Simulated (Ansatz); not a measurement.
Job for Ansatz (a first-principles code): R-PBE0/def2-TZVPP on H2O (SMILES O).

Ansatz 0.2 input:
```yaml
crystal:
  periodic: [false, false, false]
  atoms:
    - {symbol: O, position_ang: [-0.00000000, 0.00000000, 0.38961139]}
    - {symbol: H, position_ang: [0.00000000, 0.76498632, -0.19485569]}
    - {symbol: H, position_ang: [0.00000000, -0.76498632, -0.19485569]}
basis:
  gaussian:
    orbitals: def2-TZVPP
hamiltonian:
  xc: {name: PBE0}
scf: {lower_state_search: off}
```

Question: Give the final energy of this run.

Answer: -76.3808 hartree.
